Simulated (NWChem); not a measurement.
System: TiClF$_{3}$; SMILES [F][Ti]([F])([F])[Cl]

```xyz
5

Ti     0.0000     0.0000     0.2881
F      0.0867     1.6157     0.8749
F      1.3559    -0.8829     0.8749
F     -1.4426    -0.7328     0.8749
Cl     0.0000     0.0000    -1.8846
```
Atoms are numbered in this order, from 1.

Level: PBE0/def2-SVP (NWChem), optimised geometry, unscaled harmonic frequencies. 

### Question
List the harmonic frequencies with IR intensities, and the thermochemistry.

### Answer
```csv
frequency (cm⁻¹),IR intensity (km/mol)
162,2.4
162,2.4
210,8.2
210,10.6
210,10.6
487,84.1
787,143.7
852,210.5
852,210.5
```

```json
{
  "zero_point_energy": "5.6 kcal/mol",
  "thermal correction to the enthalpy at 298.15 K (with zero-point energy)": "10.1 kcal/mol",
  "heat capacity Cv": "18.3 cal/(mol K)",
  "entropy at 298.15 K and 1 atm (symmetry number 3)": "78.4 cal/(mol K)",
  "dipole_moment": "0.02 D"
}
```

Rigid rotor and harmonic oscillator.
